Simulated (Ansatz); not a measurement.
A geometry relaxed with B3LYP-D3(BJ)/def2-TZVP (Ansatz, a program for electronic structure), charge 0, multiplicity 1:

```xyz
7

C      1.2614    -0.0451    -0.1288
H     -1.8135    -0.3361     1.0273
H      1.8303    -0.8922    -0.4873
C     -0.0308    -0.0141    -0.0023
F      2.0461     1.0151     0.1864
H     -1.9679     0.2936    -0.7057
C     -1.3257    -0.0211     0.1105
```

Task: Write the SMILES of this molecule.

Result: `C=C=CF`
